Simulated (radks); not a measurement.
The numbers below are computed, except where a source is named.
Valence configurations of the rhenium ion Re+ (all share [Xe]). Level of theory: scalar-relativistic Kohn-Sham, LDA (Slater exchange, Perdew-Wang correlation), spin-polarised, spherical densities, finite nucleus; open shells are filled with parallel spins first (spin-orbit coupling, left out, can overturn this in heavy ions); Fermi nuclear charge, rms radius 5.3698 fm (a radial shooting solver on a logarithmic mesh with Libxc functionals). Energies are relative to 4f14 5d5 6s1; eigenvalues in eV for spin up.

4f14 5d5 6s1: E (eV) 0.000; moment (Bohr magnetons) 6; e(4f) -50.227; e(5d) -14.249; e(6s) -13.809
4f14 5d6: E (eV) 2.685; moment (Bohr magnetons) 4; e(4f) -47.734; e(5d) -12.292
4f14 5d4 6s2: E (eV) 2.983; moment (Bohr magnetons) 4; e(4f) -53.340; e(5d) -16.031; e(6s) -14.509
4f14 5d4.5 6s1 6p0.5: E (eV) 3.497; moment (Bohr magnetons) 6; e(4f) -52.464; e(5d) -15.833; e(6p) -8.419; e(6s) -14.794
4f14 5d5 6p1: E (eV) 6.195; moment (Bohr magnetons) 6; e(4f) -51.755; e(5d) -15.554; e(6p) -8.493
4f14 5d4 6s1 6p1: E (eV) 7.428; moment (Bohr magnetons) 6; e(4f) -54.746; e(5d) -17.423; e(6p) -9.108; e(6s) -15.747
4f14 5d3 6s1 6p2: E (eV) 16.691; moment (Bohr magnetons) 6; e(4f) -59.428; e(5d) -20.610; e(6p) -10.385; e(6s) -17.580
4f13.5 5d5 6s1.5: E (eV) 20.536; moment (Bohr magnetons) 6; e(4f) -56.844; e(5d) -15.914; e(6s) -14.370
4f13 5d6 6s1: E (eV) 42.570; moment (Bohr magnetons) 6; e(4f) -60.588; e(5d) -15.435; e(6s) -14.001
4f13 5d6 6p1: E (eV) 48.901; moment (Bohr magnetons) 6; e(4f) -62.129; e(5d) -16.773; e(6p) -8.567

NIST lists [Xe] 4f14 5d5 6s1 as the ground configuration; this level of theory agrees among the configurations tried. The energies are those of spherical high-spin densities, not of single terms.
